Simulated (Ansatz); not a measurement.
Computed with frozen-core CCSD(T)/cc-pVTZ // PBE0-D3(BJ)/def2-TZVP in Ansatz (a program for electronic structure).

Ansatz 0.2 input:
```yaml
crystal:
  periodic: [false, false, false]
  atoms:
    - { symbol: Si, position_ang: [-2.070446, -0.641082, -0.131593] }
    - { symbol: Al, position_ang: [0.096762, 0.493104, 0.059737] }
    - { symbol: Si, position_ang: [2.335323, -0.506102, -0.018172] }
    - { symbol: S, position_ang: [0.076788, 2.664515, 0.346054] }
    - { symbol: H, position_ang: [-1.931851, -2.102021, -0.385834] }
    - { symbol: H, position_ang: [-2.870673, -0.055824, -1.245728] }
    - { symbol: H, position_ang: [-2.861412, -0.468279, 1.121051] }
    - { symbol: H, position_ang: [2.998718, -0.405839, 1.313601] }
    - { symbol: H, position_ang: [3.20269, 0.193448, -1.008048] }
    - { symbol: H, position_ang: [2.286844, -1.947825, -0.390838] }
    - { symbol: H, position_ang: [-1.262743, 2.775905, 0.339771] }
basis:
  gaussian: { orbitals: cc-pVTZ }
correlation:
  method: ccsd_t
```

Output:

```
Functional definition: HF
1346 factors; integrals over basis functions are off by at most 1.0e-3 eV
mean field evaluation 1: about -33235.8136 eV, gradient 1.9e1 eV
mean field evaluation 2: about -33236.0262 eV, gradient 1.9e1 eV
mean field evaluation 4: about -33238.1871 eV, gradient 2.8e0 eV
mean field evaluation 8: about -33238.2336 eV, gradient 1.0e-1 eV
mean field evaluation 16: about -33237.6277 eV, gradient 7.1e0 eV
mean field -33238.23369740 eV, -1221.4825586956 hartree, gradient 5.8e-6 eV, S^2 0.000000; 0 other end points of the search recorded, 0 dependent functions left out
20 core orbitals not correlated
reference -33238.23369740 eV, -1221.4825586956 hartree; 12, 12 occupied and 202, 202 virtual orbitals, 1346 factors
second order -13.79969856 eV of doubles, -0.00000000 eV of singles
cycle   1  -15.26776926 eV  change    -1.5e0 eV  update   1.0e-1
cycle   2  -15.81544009 eV  change   -5.5e-1 eV  update   3.3e-2
cycle   3  -15.86881700 eV  change   -5.3e-2 eV  update   1.2e-2
cycle   4  -15.86271315 eV  change    6.1e-3 eV  update   4.2e-3
cycle   5  -15.86054617 eV  change    2.2e-3 eV  update   1.5e-3
cycle   6  -15.86019984 eV  change    3.5e-4 eV  update   5.1e-4
cycle   7  -15.86022601 eV  change   -2.6e-5 eV  update   1.8e-4
cycle   8  -15.86029146 eV  change   -6.5e-5 eV  update   7.4e-5
cycle   9  -15.86029187 eV  change   -4.1e-7 eV  update   2.7e-5
perturbative correction -0.62156593 eV, -0.0228421266 hartree
Total energy: -33254.71555520 eV, -1222.0882557979 hartree
```

Cost: around 2.4 core-minutes (rough).
